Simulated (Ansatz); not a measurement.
silene (SMILES C=[SiH2]) moved off its minimum; all values from Ansatz (an electronic-structure program), cores frozen in correlated methods.
(charge 0, multiplicity 1)
```xyz
6

C     -1.16570     0.09673    -0.02694
Si     0.54522     0.02637     0.02092
H     -1.79459     0.94351    -0.12861
H     -1.75515    -1.03848    -0.05619
H      1.32047    -1.20707     0.08611
H      1.27549     1.33136     0.02338
```

Task: Give the forces (eV/Å), the total energy and the dipole at CCSD(T)/aug-cc-pV(T+d)Z.

Result: 
```csv
atom,Fx,Fy,Fz
C1,-1.229,-4.523,-0.138
Si2,-0.095,1.048,-0.031
H3,-0.480,0.650,-0.002
H4,1.599,3.476,0.116
H5,0.119,-0.205,0.039
H6,0.087,-0.446,0.015
```
Energy -329.4170 hartree, dipole 0.87 D.

Doubts at one or more of the structures used: a restricted determinant that unrestricted orbitals would lower (CCSD(T)/aug-cc-pV(T+d)Z).
